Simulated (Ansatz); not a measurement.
`CBB(N)Br` + H₂S → `CBS` + `NBBr`  (cleavage of the B–B bond)

Program: Ansatz. Geometries: PBE0-D4/def2-TZVP. ΔE: electronic, gas phase. CBS: MP2 limit from def2 TZ/QZ plus the TZ coupled-cluster correction, frozen cores. This one scheme is used for every species. DFT in def2-TZVPP. B3LYP here is the variant with VWN-RPA as its local correlation; programs differ in this. HSE06 is defined as in plane-wave codes. For Br outer-core shells are correlated without core-valence functions, which leaves a few kJ/mol of doubt a bond. Scalar relativity is left out up to krypton. Each species was taken in one conformer, which may not be the lowest.

Task: Is it downhill or uphill in electronic energy at CCSD(T)/CBS, and by how much? (An estimate is asked.)

Result: Ansatz gave: Downhill: ΔE = -114.4 kJ/mol.

Task: What do these levels give: revPBE-D4, HSE06-D4, B2PLYP, PBE-QIDH, revPBE, PBE0, B3LYP, r2SCANh, LC-ωPBE, CCSD/def2-SVP, SCS-MP2/def2-TZVPP, CCSD(T)/def2-TZVPP? (Best estimate.)

Result: The calculation gave: revPBE-D4 -113.0, HSE06-D4 -114.6, B2PLYP -119.2, PBE-QIDH -119.5, revPBE -115.9, PBE0 -116.8, B3LYP -116.9, r2SCANh -118.7, LC-ωPBE -115.7, CCSD/def2-SVP -123.2, SCS-MP2/def2-TZVPP -119.5, CCSD(T)/def2-TZVPP -115.7 kJ/mol.

Largest T1 diagnostic among the species: 0.013.

The D4 term adds +3.5 kJ/mol with B3LYP and +2.4 kJ/mol with PBE0; it sums over pairs of atoms, weighted by their polarisabilities, and B3LYP, whose exchange is more repulsive, gets the larger term. Leaving LDA and LC-ωPBE aside and taking each functional with its dispersion term where it has one, the values, not all of them listed here, spread over 6.8 kJ/mol, from PBE-QIDH to BLYP-D4.
